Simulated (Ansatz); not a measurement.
Total energies of `BC(=N)F`.

```xyz
7

B    -0.931    0.297    0.013
C     0.390   -0.523   -0.118
N     1.554   -0.094    0.080
F     0.255   -1.843   -0.316
H    -1.869   -0.179    0.572
H    -0.946    1.421   -0.383
H     1.547    0.921    0.151
```

Charge 0, multiplicity 1. The geometry is a stationary point of PBE0-D4/def2-TZVP. It is one conformer, not always the lowest. Basis def2-TZVPP, Ansatz.

RPA on PBE orbitals: Hartree–Fock energy of these orbitals -218.18925 Eh, correlation -1.12303 Eh (frozen core).

| functional | kind | energy without D4 (Eh) | D4 term (kJ/mol) |
| --- | --- | --- | --- |
| LDA (SPW92) | LDA | -217.66451 | – |
| PBE | GGA | -219.14684 | -9.0 |
| BLYP | GGA | -219.35380 | -20.7 |
| r2SCAN | meta-GGA | -219.28537 | -2.1 |
| PBE0 | global hybrid, 25 % exact exchange | -219.15427 | -7.4 |
| r2SCAN0 | meta-GGA hybrid, 25 % | -219.25564 | -2.5 |
| HSE06 (plane-wave form) | screened hybrid | -219.14352 | -6.8 |
| CAM-B3LYP | range-separated hybrid | -219.31540 | -7.4 |
| LC-ωPBE | long-range corrected hybrid | -219.25585 | – |
| ωB97M-V | range-separated hybrid meta-GGA with VV10 | -219.32609 | – |

Task: Give the same for revPBE, B97M-V, B3LYP, r2SCANh, BHLYP, ωB97X-V, B2PLYP, PBE-QIDH. (Estimate.)

Result: Ansatz gave: 
```
functional                                  kind  energy without D4 (Eh)  D4 term (kJ/mol)
    revPBE                                   GGA              -219.33336             -32.5
    B97M-V                    meta-GGA with VV10              -219.36433                 –
     B3LYP                   global hybrid, 20 %              -219.40932             -14.5
   r2SCANh                 meta-GGA hybrid, 10 %              -219.27305              -2.2
     BHLYP                   global hybrid, 50 %              -219.29482              -9.9
   ωB97X-V  range-separated hybrid GGA with VV10              -219.32982                 –
    B2PLYP                         double hybrid              -219.24471                 –
  PBE-QIDH                         double hybrid              -219.12054                 –
```

B3LYP takes the VWN-RPA correlation (the form of Gaussian; ORCA's B3LYP/G). HSE06 is the plane-wave form, built on full-range PBE exchange. The double hybrids freeze the cores in their second-order part.

LC-ωPBE has ω = 0.4 bohr⁻¹.
